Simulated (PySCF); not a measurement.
**C₆ coefficients of unlike pairs at wB97X**

Calculated with PySCF 2.14 from the dipole response of each species, C₆(A,B) = (3/π) ∫ α_A(iu) α_B(iu) du, in atomic units, from isotropic polarisabilities. For ions this is the dispersion term alone; charge-induced terms of lower order in 1/R come first.

```json
{"species": "Sn+", "configuration": "[Kr] 4d10 5s2 5p1 (2P)", "basis": "aug-cc-pVTZ-PP with one added diffuse shell each of d, f type with ECP28MDF (6s5p5d3f)", "relativity": "core potential", "α (bohr³)": "26.71", "C₆ (like pair)": "197.8"}
{"species": "Zr", "configuration": "[Kr] 4d2 5s2 (3F)", "basis": "aug-cc-pVTZ-PP with ECP28MDF (6s6p5d3f2g)", "relativity": "core potential", "α (bohr³)": "119.2", "C₆ (like pair)": "1665"}
{"species": "Sn(2+)", "configuration": "[Kr] 4d10 5s2 (1S)", "basis": "aug-cc-pwCVTZ-PP with ECP28MDF (8s7p6d4f1g)", "relativity": "core potential", "α (bohr³)": "15.46", "C₆ (like pair)": "86.60"}
{"species": "He", "configuration": "1s2 (1S)", "basis": "x2c-TZVPPall with one added diffuse shell each of s, p type (4s3p1d)", "relativity": "spin-free X2C", "α (bohr³)": "1.505", "C₆ (like pair)": "1.644"}
```

(1) Estimate C₆ for He with Zr.

No spin-orbit coupling is included.

The other pairs:

```json
{"pair": "Sn(2+), Zr", "C₆": "333.6"}
{"pair": "Sn(2+), Sn+", "C₆": "128.9"}
{"pair": "Zr, Sn+", "C₆": "534.4"}
{"pair": "He, Sn+", "C₆": "16.55"}
{"pair": "He, Sn(2+)", "C₆": "11.54"}
```

## Answers

(1) The integral gives 39.14. The combination rule 2 C_A C_B / (C_A α_B/α_A + C_B α_A/α_B) gives 36.20 and the geometric mean 52.32.
